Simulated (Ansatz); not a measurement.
A single point on FH₆N₃Si (`N[Si](N)(N)F`).

```yaml
crystal:
  periodic: [false, false, false]
  atoms:
    - {symbol: N, position_ang: [-1.479797, -0.660943, -0.003954]}
    - {symbol: Si, position_ang: [-0.084248, 0.307640, -0.010522]}
    - {symbol: N, position_ang: [0.807051, 0.058693, 1.413144]}
    - {symbol: N, position_ang: [0.866628, -0.030011, -1.376649]}
    - {symbol: F, position_ang: [-0.528460, 1.851448, -0.074159]}
    - {symbol: H, position_ang: [-2.324305, -0.402493, 0.476217]}
    - {symbol: H, position_ang: [-1.639687, -1.321372, -0.743749]}
    - {symbol: H, position_ang: [0.498814, -0.611150, 2.095066]}
    - {symbol: H, position_ang: [1.441833, 0.739545, 1.792156]}
    - {symbol: H, position_ang: [0.703998, 0.387457, -2.276409]}
    - {symbol: H, position_ang: [1.803571, -0.375817, -1.270445]}
basis:
  gaussian: {orbitals: def2-TZVPP}
hamiltonian: {xc: pbe}
correlation: {method: rpa}
```

```sh
$ ansatz run in.yaml --threads 4 --pin off --events-out ev --progress --plain
```

Shortened log:

```
Functional definition: PBE
1482 factors; integrals over basis functions are off by at most 1.0e-3 eV
mean field evaluation 1: about -15133.3407 eV, gradient 1.2e2 eV
mean field evaluation 2: about -15133.3402 eV, gradient 1.2e2 eV
mean field evaluation 4: about -15157.5751 eV, gradient 2.2e1 eV
mean field evaluation 8: about -15158.5956 eV, gradient 7.4e-1 eV
mean field evaluation 16: about -15158.5956 eV, gradient 5.6e-5 eV
mean field -15158.59555145 eV, -557.0681116508 hartree, gradient 8.1e-7 eV, S^2 0.000000; 0 other end points of the search recorded, 0 dependent functions left out
9 core orbitals not correlated: weight in the atoms' cores, before any rotation towards them, 1.000 or more for the frozen orbitals, at most 0.000 for the correlated occupied ones
reference -15115.50114610 eV, -555.4844214646 hartree; 16, 16 occupied and 225, 225 virtual orbitals, 1482 factors
Total energy: -15158.51504016 eV, -557.0651529152 hartree
```

It took 5.5 s on 4 threads of a server CPU on a shared host, with 0.66 GiB of host memory at the peak.
